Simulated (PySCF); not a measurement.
```xyz
3
charge 0 multiplicity 1, angstrom
La    0.1745    0.0000   -0.3523
S    -1.8750    0.0000    0.9563
F     1.8905    0.0000    0.9242
```

Computed with PBE0 in PySCF with La def2-TZVP with ECP46, S def2-TZVP, F def2-TZVP; scalar-relativistic core potentials, no spin–orbit coupling; density-fitted integrals.

This geometry of LaSF is a stationary point at this level.

Problem. What is the point group?

Solution. Cs.

Problem. Is it a minimum?

Solution. Yes: all harmonic wavenumbers are real.

Problem. List the harmonic modes with their infrared intensities.

Solution. 
| symmetry | ω (cm⁻¹) | IR (km/mol) | type |
| --- | --- | --- | --- |
| a' | 134 | 9.0 | bend |
| a' | 445 | 105 | stretch |
| a' | 523 | 135 | stretch |

Problem. What are the dipole moment and the gap between the highest occupied and lowest empty levels?

Solution. 8.77 D and 3.56 eV.

Problem. Give the ideal-gas entropy at 298.15 K and 1 bar by parts.

Solution. translation 174.3, rotation 109.9, vibration 18.0, spin 0.0; total 302.2 J/(mol K).

Only a few start shapes were tried, so a lower isomer may exist.
